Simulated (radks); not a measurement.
Results of a calculation; reference values are marked as such.
Polarisability of the oxygen ion O+, [He] 2s2 2p3, at imaginary frequency. Level of theory: scalar-relativistic Kohn-Sham, LB94 model potential, spin-polarised, spherical densities, finite nucleus; open shells are filled with parallel spins first; Fermi nuclear charge, rms radius 2.6991 fm (a radial shooting solver on a logarithmic mesh with Libxc functionals). Response by self-consistent Sternheimer equations with the Hartree and adiabatic LDA kernel, the relativistic mass of each level held fixed and spin-orbit coupling left out.

w (hartree),alpha1(iw) (bohr^3)
0.00266,2.597
0.0143,2.596
0.0360,2.591
0.0697,2.576
0.118,2.540
0.186,2.463
0.280,2.321
0.413,2.094
0.605,1.778
0.892,1.391
1.35,0.9707
2.12,0.5764
3.59,0.2720
6.94,0.09134
17.5,0.01740

Static values: alpha1 = 2.597 bohr^3 (0.3848 angstrom^3; uncoupled 3.374). C6 = 5.019, triple-dipole C9 = 9.132 atomic units. One-pole (London) frequency 4 C6 / (3 alpha1^2) = 0.992 hartree, against 1.238 for minus the highest occupied eigenvalue.
